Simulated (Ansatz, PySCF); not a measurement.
C3H3F4, SMILES F[C](F)CC(F)F (connectivity only; charge and spin as stated), charge +1, multiplicity 1. Atoms are numbered in the order given.

```xyz
10

F      1.6349    -0.2827    -1.0676
C      1.2283    -0.0902     0.0933
F      1.9468     0.6702     0.7747
C     -0.0040    -0.6465     0.5837
C     -1.2418     0.2710     0.1756
F     -1.1028     0.5835    -1.1113
F     -2.3177    -0.4607     0.3629
H     -0.1867    -1.6107     0.0817
H      0.0221    -0.7450     1.6788
H     -1.2771     1.1862     0.7909
```
Charge +1, spin multiplicity 1.

The structure is a stationary point at PBE0-D3(BJ)/def2-SVP. The multiplicity is an assumed one; no other spin state was optimised. The isomer is the one that the SMILES or the coordinates give; other isomers of the formula were not compared. Other conformers were not sampled.

Two levels are set side by side: PBE-D3(BJ)/def2-SVP (Ansatz, an electronic-structure program) and PBE0-D3(BJ)/def2-SVP (Ansatz). Each level has its own optimised geometry; the coordinates shown are those of the second. Frequencies come from the Hessian of PySCF at each geometry. Differences are taken from unrounded values.

| quantity | PBE0-D3(BJ) | PBE-D3(BJ) | PBE-D3(BJ) minus PBE0-D3(BJ) |
|---|---|---|---|
| mean bond length (Å) | 1.275 | 1.289 | 0.014 |
| bond F1–C2 (Å) | 1.245 | 1.266 | 0.022 |
| bond C2–F3 (Å) | 1.249 | 1.270 | 0.021 |
| bond C2–C4 (Å) | 1.438 | 1.438 | -0.001 |
| bond C4–C5 (Å) | 1.594 | 1.631 | 0.037 |
| bond C5–F6 (Å) | 1.332 | 1.340 | 0.009 |
| bond C5–F7 (Å) | 1.315 | 1.327 | 0.012 |
| bond C4–H8 (Å) | 1.102 | 1.110 | 0.007 |
| bond C4–H9 (Å) | 1.100 | 1.108 | 0.008 |
| bond C5–H10 (Å) | 1.103 | 1.113 | 0.010 |
| highest harmonic wavenumber (cm⁻¹) | 3189 | 3107 | -82 |
| mean harmonic wavenumber (cm⁻¹) | 1159 | 1111 | -48 |
| zero-point energy (kcal/mol) | 39.78 | 38.12 | -1.65 |

Exact exchange shortens and stiffens bonds; PBE has none. Differences between two approximate levels are no errors against the true value.
